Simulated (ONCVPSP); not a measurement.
Before and after: ONCV potential for Hf

```json
{
  "Element": "hafnium (Hf)",
  "Generator": "ONCVPSP 4.0.1",
  "Type": "optimised norm-conserving Vanderbilt (ONCV)",
  "Functional": "PBE",
  "Relativity": "fully relativistic",
  "Frozen core": "[Xe] 4f14",
  "Valence charge": "4",
  "Reference configuration": "5d2 (charge +2)",
  "Partial waves": "s scattering state at 0.46 Ha: rc 2.40 bohr, ncon 5, nbas 8, qcut 2.4 1/bohr, 1 projector; p scattering state at 0.13 Ha: rc 2.55 bohr, ncon 4, nbas 8, qcut 3 1/bohr, 2 projectors, debl 2.6 Ha; 5d: rc 3.05 bohr, ncon 4, nbas 8, qcut 6.2 1/bohr, 2 projectors, debl 0.4 Ha",
  "Local potential": "polynomial inside 1.75 bohr (lpopt 5, dvloc0 0 Ha)",
  "Core correction": "Teter function, fcfact 6, rcfact 1.05"
}
```

Open shells are filled in proportion to 2j + 1.

In the s channel the program set the typed energies aside and used 0.050 Ha. In the p channel the program set the typed energies aside and used 0.050, 2.650 Ha (j = l + 1/2; the other j can differ). In the d channel the program set the typed energies aside and used -0.605, 0.250 Ha (j = l + 1/2; the other j can differ).

Change: local potential polynomial inside 1.22 bohr (lpopt 5, dvloc0 0 Ha).

Cutoffs: the cutoffs (Ha) at which the residual kinetic energy of the hardest occupied pseudo-wave falls to 1 and 0.1 mHa per electron; they do not see the model core or the augmentation charge, which bear on the density cutoff. Errors are all-electron minus pseudo energies relative to the spin-unpolarised reference configuration.

**Question.** How do hardness, ghosts and transferability respond?

**Answer.** The potential gets neither clearly harder nor softer (11 Ha and 13 Ha → 11 Ha and 13 Ha); a bound ghost appears in s, which as a rule spoils a file; the lowest positive-energy flag moves from p3/2 at 48.6 eV to s at 11.7 eV; the number of tests with a reliable result goes from 4 to 1; the range in which the p3/2 phases agree widens (upper end 1.5 → 3.2); the range in which the p1/2 phases agree widens (upper end 1.6 → 3.1). In the separable form a ghost depends on how the local part lies against the semilocal potential of the channel, so the choice of the local part can create or remove one.

| quantity | base | changed |
| --- | --- | --- |
| cutoff, loose | 11 Ha | 11 Ha |
| cutoff, tight | 13 Ha | 13 Ha |
| bound ghosts | none | s |
| GHOST(+) flags under 300 eV | p3/2 at 48.6 eV, p1/2 at 52.9 eV | s at 11.7 eV |
| tests with a reliable result | 4 of 4 | 1 of 4 |
| error for 5d1, meV [ΔE 21.78 eV] | +50 | +50 |
| s: phases at 2.43 bohr within 0.05 rad from the reference energy up to (Ha; the scan ends near 5) | 1.3 | 0.4 |
| p3/2: phases at 2.60 bohr within 0.05 rad from the reference energy up to (Ha; the scan ends near 5) | 1.5 | 3.2 |
| p1/2: phases at 2.60 bohr within 0.05 rad from the reference energy up to (Ha; the scan ends near 5) | 1.6 | 3.1 |
| d5/2: phases at 3.09 bohr within 0.05 rad from the reference energy up to (Ha; the scan ends near 5) | 2.9 | 3.1 |
| d3/2: phases at 3.09 bohr within 0.05 rad from the reference energy up to (Ha; the scan ends near 5) | 2.7 | 2.9 |
| rms error of d²Exc/dni dnj with the model core, mHa | 24.29 | 24.29 |

 A true bound ghost makes a file unfit for plane-wave use even where its test errors are small: the radial tests pick states by their node count and pass the ghost by.
